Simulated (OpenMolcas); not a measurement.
Ag2+: effect of the metal basis

Ag2+ with its 8 nearest fluoride ions at 2.425 Å, on the Sr site of SrF2 (a = 5.796 Å, distance in the model lattice 2.510 Å). The rest of the host is ab initio model potentials to 7.6 Å and point charges beyond; the distance is set by hand and nothing relaxes.

```json
{"Program": "OpenMolcas 26.06", "Method": "SS-CASPT2, IPEA 0.25 Eh, imaginary shift 0.1 Eh (closed shells correlated: 4s 4p and the ligand valence shells)", "Spin-orbit coupling": "state interaction with AMFI integrals over the reference wave functions"}
```

Fixed: ligand basis ANO-RCC-VDZP, active space 9 electrons in 5 orbitals (4d), DKH2 Hamiltonian.

States (labels of O, the rotations of Oh). Energies in cm-1 above the lowest state or level, χT in cm3 K/mol; under a threefold ground state the first gap can be a small split of the lowest multiplet, not the spin-orbit step; 10Dq is the gap between the two states; 10Dq is negative for this site.

| Run | Metal basis | Ground state | First state of that spin | 10Dq | First gap with spin-orbit (degeneracies) | χT at 300 K | Cost |
| --- | --- | --- | --- | --- | --- | --- | --- |
| A | ANO-RCC-VDZP | 2T2 | 2E 6250 | -6250 | 1910 (2, 4) | 0.567 | roughly 17 core-seconds |
| B | ANO-RCC-VTZP | 2T2 | 2E 5840 | -5841 | 1830 (2, 4) | 0.584 | roughly 40 core-seconds |

Against A, |10Dq| changes by -6.5 % in B.

Costs are those of the CASPT2 steps.

Roots that are degenerate in the reference are averaged as groups; the widest CASPT2 spread within a group is 44 cm-1 (the 3-fold group of multiplicity 2 near 0 cm-1 above the lowest state of its run, A). Shifts and gaps below about the spread of the groups concerned are not significant. Over all roots computed the reference weight is 0.68 to 0.69 in A, 0.68 in B; a low but even weight reflects the number of correlated electrons. An orbital triplet at a regular site is open to Jahn-Teller coupling, which can distort the site and quench the lowest spin-orbit gaps and is left out. Ligand-to-metal charge-transfer states are missing. With one d shell and no ligand orbital active, 10Dq can be off by a tenth or more. Free-ion shares, where given, are those of the reference states; single-state CASPT2 does not remix them. No measured value stands beside these numbers; the geometry was set by hand and not optimised.
